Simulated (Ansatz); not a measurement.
**Worked example: the barrier**

An elementary step of SiN$_{2}$H$_{9}$OF, closed shell (SiN₂H₆ ([NH2][SiH2][NH2]) + H₂O + HF → SiNH₅O ([NH2][SiH2][OH]) + NH₃ + HF; bonds formed: Si1–O7, N2–H8, H6–F9; bonds broken: Si1–N2, H6–O7, H8–F9). “Start” is the structure reached by relaxing down from the saddle towards the reactants; PBE0-D4/def2-TZVP structures. The saddle:

| atom | x (Å) | y (Å) | z (Å) |
| --- | --- | --- | --- |
| Si1 | -0.7967 | -0.0781 | -0.4329 |
| N2 | 0.5964 | -1.2643 | -0.0946 |
| H3 | -1.3380 | -0.8856 | -1.5944 |
| H4 | -1.8363 | -0.2895 | 0.5979 |
| N5 | -0.4701 | 1.3429 | -1.3318 |
| H6 | 0.4810 | 0.2879 | 1.7904 |
| O7 | 0.0828 | 1.0031 | 1.1351 |
| H8 | 0.8869 | -1.2225 | 1.0303 |
| F9 | 1.0623 | -0.8703 | 2.2421 |
| H10 | 1.4098 | -1.0195 | -0.6531 |
| H11 | 0.3195 | -2.1992 | -0.3767 |
| H12 | -0.8120 | 1.3819 | -2.2774 |
| H13 | -0.4103 | 2.2554 | -0.9129 |
| H14 | 0.8247 | 1.5578 | 0.8779 |

Computed with Ansatz 0.2.0 (basis: def2-TZVPP and def2-QZVPP); correlated methods freeze the cores.

Energies in eV:

| quantity | saddle | start |
| --- | --- | --- |
| Hartree–Fock, triple zeta (X = 3) | -15716.18388 | -15717.17671 |
| Hartree–Fock, quadruple zeta (X = 4) | -15716.80806 | -15717.81136 |
| MP2 correlation, X = 3 | -30.71443 | -30.18835 |
| MP2 correlation, X = 4 | -33.14007 | -32.61065 |
| CCSD(T) correlation, X = 3 | -32.70183 | -32.21186 |

(1) Work out the barrier at the basis limit: extrapolate Hartree–Fock as E(X) = E∞ + A exp(−7.88 √X) and the MP2 correlation as E(X) = E∞ + B X^−2.97 (the exponents that Neese and Valeev fitted for def2-TZVPP and QZVPP), then add CCSD(T) − MP2 in triple zeta.

The T1 diagnostic stays at or below 0.011.

## Answers

(1) Each step is linear, so take the differences first (saddle − start): Hartree–Fock 0.99283 (X = 3) and 1.00330 (X = 4); MP2 correlation -0.52608 and -0.52942; CCSD(T) correlation -0.48997.
Two points give E∞ = E(4) + w [E(4) − E(3)], with w = 1/(exp(7.88 (2 − √3)) − 1) = 0.1377 for Hartree–Fock and w = 1/((4/3)^2.97 − 1) = 0.7407 for the correlation.
Hartree–Fock: 1.00330 + 0.1377 × 0.01047 = 1.0047 eV.
MP2 correlation: -0.52942 + 0.7407 × (-0.00334) = -0.5319 eV.
CCSD(T) − MP2: -0.48997 − (-0.52608) = 0.0361 eV.
Sum: 1.0047 + (-0.5319) + 0.0361 = 0.5089 eV, or 11.74 kcal/mol. Plain CCSD(T) in triple zeta gives 0.5029 eV, so the larger basis shifts the result by 0.0060 eV.

Labels in which every atom is bracketed show which atoms are joined, not bond orders.

For scale, one of the runs: CCSD(T)/def2-TZVPP, 292 basis functions, launched by `ansatz run in.yaml --threads 8 --pin off --events-out ev --progress --plain --max-ram 19148MiB`. Hardware: 8 CPU threads of an Intel Xeon, shared host. Wall time 5.2 min; peak host memory 9.8 GiB.
